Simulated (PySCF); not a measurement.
chlorotrifluoromethane (CClF3), SMILES FC(F)(F)Cl.

The structure is a stationary point at B3LYP-D3(BJ)/def2-SVP.

Method: PBE/def2-TZVP in PySCF.

Symmetry labels are those of the subgroup Cs that the program uses (full group C3v).

Computed valence orbital energies around the gap with their symmetry:
| orbital | symmetry | energy (eV) |
|---|---|---|
| HOMO−7 | A" | -11.94 |
| HOMO−6 | A' | -11.94 |
| HOMO−5 | A' | -11.08 |
| HOMO−4 | A" | -11.08 |
| HOMO−3 | A' | -10.31 |
| HOMO−2 | A" | -10.31 |
| HOMO−1 | A" | -8.44 |
| HOMO | A' | -8.44 |
| LUMO | A' | -1.24 |
| LUMO+1 | A' | 1.97 |
| LUMO+2 | A" | 1.97 |
| LUMO+3 | A' | 2.03 |
